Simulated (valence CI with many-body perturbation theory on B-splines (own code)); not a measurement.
# Tl⁷⁶⁺: electric-dipole lines

Computed by valence CI with perturbative core correlation (CI+MBPT): three valence electrons over a frozen Dirac-Fock core [He], a basis of 11 s, 11 p, 9 d, 7 f, 5 g, 2 h, 1 i functions for each j, with the one-electron correlation potential Σ1 (screened to all orders), the two-electron term Σ2, the three-electron term Σ3, Breit, model QED; selected single and double excitations, second order for the rest (own B-spline code, finite nucleus).

The last digits are not significant, and no measured levels were compared; by estimate large intervals hold to a few tenths of a per cent, small ones and those within an open d or f shell to about a per cent.

Lines 101 to 150 of 295 in falling wavelength, among levels below 137350 × 10³ cm⁻¹, chosen from the strongest by gf and those to the six lowest levels. Wavelengths and rates use the calculated energies. Electric multipoles are in the length gauge, E1 and E2 with the static RPA response of the core. Weak lines are less certain than strong ones. Lines between different terms over intervals too small for the method are left out, as are lines whose strength nearly cancels. Where a level lies close to another of its J and parity, the split of strength between their lines is uncertain. The highest levels of a list are the least certain.

Levels are named by their leading jj configuration (3d3/2^4 stands for four electrons in 3d with j = 3/2), which in mixed levels can hold well under half, so a name can repeat and another be missing. Letters in brackets count levels of one name in rising energy.

| λ vac (Å) | Upper | Lower | A (s⁻¹) | S (a.u.) |
| --- | --- | --- | --- | --- |
| 4.843 | (2p1/2 2p3/2 3p3/2) J=5/2 [b] | (2s 2p1/2 3p3/2) J=3/2 [b] | 8.22e+12 | 2.77e-03 |
| 4.842 | (2s 2p3/2 3d5/2) J=5/2 [b] | (2s^2 3d5/2) J=5/2 | 2.16e+13 | 7.25e-03 |
| 4.841 | (2p1/2 2p3/2 3p1/2) J=3/2 [a] | (2s 2p1/2 3p1/2) J=1/2 [a] | 1.24e+13 | 2.79e-03 |
| 4.840 | (2s 2p3/2 3p3/2) J=3/2 [b] | (2s^2 3p3/2) J=3/2 | 2.86e+13 | 6.39e-03 |
| 4.838 | (2s 2p3/2 3s) J=3/2 [b] | (2s^2 3s) J=1/2 | 2.82e+13 | 6.30e-03 |
| 4.837 | (2s 2p3/2 3d3/2) J=1/2 [b] | (2s^2 3d3/2) J=3/2 | 3.04e+13 | 3.39e-03 |
| 4.835 | (2p1/2 2p3/2 3d5/2) J=5/2 [a] | (2s 2p1/2 3d5/2) J=5/2 [a] | 7.72e+12 | 2.58e-03 |
| 4.831 | (2s 2p3/2 3p3/2) J=1/2 [b] | (2s^2 3p3/2) J=3/2 | 2.79e+13 | 3.10e-03 |
| 4.830 | (2p1/2 2p3/2 3s) J=3/2 [a] | (2s 2p1/2 3s) J=1/2 [a] | 1.74e+13 | 3.86e-03 |
| 4.827 | (2s 2p3/2 3d5/2) J=3/2 [b] | (2s^2 3d5/2) J=5/2 | 1.15e+13 | 2.55e-03 |
| 4.816 | (2s 2p1/2 2p3/2) J=1/2 | (2s^2 2p1/2) J=1/2 | 3.14e+13 | 3.47e-03 |
| 4.813 | (2s 2p1/2 2p3/2) J=3/2 [b] | (2s^2 2p1/2) J=1/2 | 2.93e+13 | 6.44e-03 |
| 4.807 | (2p1/2 2p3/2^2) J=3/2 | (2s 2p1/2 2p3/2) J=5/2 | 2.45e+12 | 5.37e-04 |
| 4.801 | (2p1/2 2p3/2^2) J=1/2 | (2s 2p1/2 2p3/2) J=3/2 [b] | 3.19e+13 | 3.49e-03 |
| 4.798 | (2p1/2 2p3/2^2) J=1/2 | (2s 2p1/2 2p3/2) J=1/2 | 1.52e+13 | 1.66e-03 |
| 4.795 | (2p1/2^2 2p3/2) J=3/2 | (2s 2p1/2^2) J=1/2 | 2.19e+13 | 4.77e-03 |
| 4.788 | (2s 2p3/2^2) J=1/2 | (2s^2 2p3/2) J=3/2 | 2.44e+13 | 2.64e-03 |
| 4.787 | (2s 2p3/2^2) J=3/2 | (2s^2 2p3/2) J=3/2 | 4.59e+13 | 9.95e-03 |
| 4.766 | (2p1/2 2p3/2^2) J=5/2 | (2s 2p1/2 2p3/2) J=5/2 | 2.12e+13 | 6.80e-03 |
| 4.730 | (2p1/2 2p3/2^2) J=3/2 | (2s 2p1/2 2p3/2) J=3/2 [a] | 2.28e+13 | 4.76e-03 |
| 4.690 | (2p1/2 2p3/2^2) J=5/2 | (2s 2p1/2 2p3/2) J=3/2 [a] | 4.64e+11 | 1.42e-04 |
| 4.675 | (2p3/2^3) J=3/2 | (2s 2p3/2^2) J=5/2 | 1.25e+13 | 2.52e-03 |
| 4.574 | (2p1/2 2p3/2^2) J=1/2 | (2s 2p1/2 2p3/2) J=3/2 [a] | 4.10e+11 | 3.88e-05 |
| 1.147 | (2s 2p1/2 3s) J=1/2 [a] | (2s 2p1/2 2p3/2) J=1/2 | 1.64e+13 | 2.44e-05 |
| 1.145 | (2s^2 3p1/2) J=1/2 | (2s 2p1/2 2p3/2) J=3/2 [a] | 2.87e+12 | 4.25e-06 |
| 1.143 | (2s 2p1/2 3s) J=3/2 | (2s 2p1/2 2p3/2) J=1/2 | 9.63e+12 | 2.84e-05 |
| 1.140 | (2s 2p1/2 3s) J=1/2 [b] | (2s 2p1/2 2p3/2) J=1/2 | 1.41e+14 | 2.05e-04 |
| 1.140 | (2p1/2 2p3/2 3s) J=5/2 | (2p1/2 2p3/2^2) J=5/2 | 1.76e+14 | 7.71e-04 |
| 1.139 | (2p1/2 2p3/2 3s) J=3/2 [b] | (2p1/2 2p3/2^2) J=5/2 | 2.62e+14 | 7.62e-04 |
| 1.135 | (2s 2p1/2 3s) J=3/2 | (2s 2p1/2 2p3/2) J=5/2 | 2.85e+14 | 8.23e-04 |
| 1.134 | (2s 2p3/2 3s) J=5/2 | (2s 2p3/2^2) J=5/2 | 1.80e+14 | 7.78e-04 |
| 1.133 | (2s 2p1/2 3s) J=1/2 [a] | (2s 2p1/2 2p3/2) J=3/2 [a] | 3.28e+14 | 4.72e-04 |
| 1.132 | (2s^2 3s) J=1/2 | (2s^2 2p3/2) J=3/2 | 3.71e+14 | 5.31e-04 |
| 1.131 | (2s 2p3/2 3s) J=3/2 [a] | (2s 2p3/2^2) J=5/2 | 2.79e+14 | 7.97e-04 |
| 1.130 | (2s 2p1/2 3s) J=3/2 | (2s 2p1/2 2p3/2) J=3/2 [a] | 2.31e+13 | 6.60e-05 |
| 1.126 | (2s 2p1/2 3s) J=1/2 [b] | (2s 2p1/2 2p3/2) J=3/2 [a] | 4.75e+12 | 6.71e-06 |
| 1.094 | (2s 2p1/2 3p1/2) J=1/2 [b] | (2s^2 2p3/2) J=3/2 | 2.31e+12 | 2.98e-06 |
| 1.067 | (2s 2p1/2 3d3/2) J=3/2 [a] | (2s 2p1/2 2p3/2) J=1/2 | 1.31e+13 | 3.13e-05 |
| 1.063 | (2p1/2^2 3d3/2) J=3/2 | (2p1/2^2 2p3/2) J=3/2 | 3.87e+14 | 9.19e-04 |
| 1.063 | (2p1/2 2p3/2 3d3/2) J=5/2 [a] | (2p1/2 2p3/2^2) J=5/2 | 1.92e+14 | 6.83e-04 |
| 1.062 | (2s 2p1/2 3d3/2) J=3/2 [b] | (2s 2p1/2 2p3/2) J=1/2 | 4.59e+13 | 1.09e-04 |
| 1.061 | (2s 2p1/2 3d3/2) J=1/2 | (2s 2p1/2 2p3/2) J=1/2 | 2.03e+14 | 2.40e-04 |
| 1.061 | (2p1/2 2p3/2 3d3/2) J=3/2 [a] | (2p1/2 2p3/2^2) J=3/2 | 2.37e+14 | 5.58e-04 |
| 1.059 | (2p1/2 2p3/2 3d3/2) J=3/2 [b] | (2p1/2 2p3/2^2) J=5/2 | 3.21e+14 | 7.53e-04 |
| 1.059 | (2s 2p1/2 3d3/2) J=3/2 [a] | (2s 2p1/2 2p3/2) J=5/2 | 9.66e+12 | 2.27e-05 |
| 1.056 | (2s 2p1/2 3d3/2) J=5/2 | (2s 2p1/2 2p3/2) J=5/2 | 3.68e+14 | 1.28e-03 |
| 1.055 | (2s 2p1/2 3d3/2) J=3/2 [a] | (2s 2p1/2 2p3/2) J=3/2 [a] | 1.92e+14 | 4.46e-04 |
| 1.055 | (2s 2p3/2 3d3/2) J=5/2 [a] | (2s 2p3/2^2) J=5/2 | 2.07e+14 | 7.20e-04 |
| 1.054 | (2s 2p1/2 3d3/2) J=3/2 [b] | (2s 2p1/2 2p3/2) J=5/2 | 8.74e+13 | 2.02e-04 |
| 1.054 | (2s 2p3/2 3d3/2) J=3/2 [a] | (2s 2p3/2^2) J=5/2 | 3.65e+14 | 8.45e-04 |
